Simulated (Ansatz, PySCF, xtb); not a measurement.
Acid–base and redox partners of N[SiH3]. Gas-phase values, no solvent. One relaxed conformer stands for each flexible species; it need not be the lowest. Strings in code marks are SMILES.

Quantity: electronic energy of isomers of H4NSi (charge -1) relative to `[NH-][SiH3]`, in kcal/mol. Levels without diffuse functions put anions too high.

Level 1: PBE-D3(BJ)/def2-TZVPD // B3LYP-D3(BJ)/def2-TZVPD (PySCF)
Level 2: HF/STO-3G // B3LYP-D3(BJ)/def2-TZVPD (PySCF)
Level 3: HF/aug-cc-pVTZ // B3LYP-D3(BJ)/def2-TZVPD (Ansatz, a program for electronic structure)
Level 4: GFN2-xTB (xtb)

```csv
species,level 1,level 2,level 3,level 4
`N[SiH2-]` (H–N–Si–H torsion 169°) (not the most acidic site),2.16,-24.2,-0.01,45.6
```
